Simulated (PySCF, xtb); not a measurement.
fluoro(silylmethyl)silane (CH₇FSi₂), SMILES F[SiH2]C[SiH3]. One conformer was computed; it need not be the lowest.

Harmonic wavenumbers (cm⁻¹) from GFN2-xTB (xtb) at its own minimum, in rising order: 55, 108, 147, 234, 471, 494, 519, 577, 649, 706, 743, 773, 778, 791, 800, 807, 848, 1021, 1141, 1453, 2232, 2246, 2282, 2299, 2327, 2970, 2987.

Task: What does PBE-D3(BJ)/def2-SVP (PySCF 2.14.0) give at its own minimum? (Estimate from the structure and the level; the computed values follow.)

Result: 47, 125, 135, 279, 463, 540, 545, 670, 713, 739, 777, 830, 876, 913, 919, 924, 927, 992, 1034, 1327, 2160, 2168, 2175, 2183, 2187, 2987, 3053. Paired by order, the mean absolute difference is 68 cm⁻¹ and the zero-point energies are 43.5 and 43.9 kcal/mol.
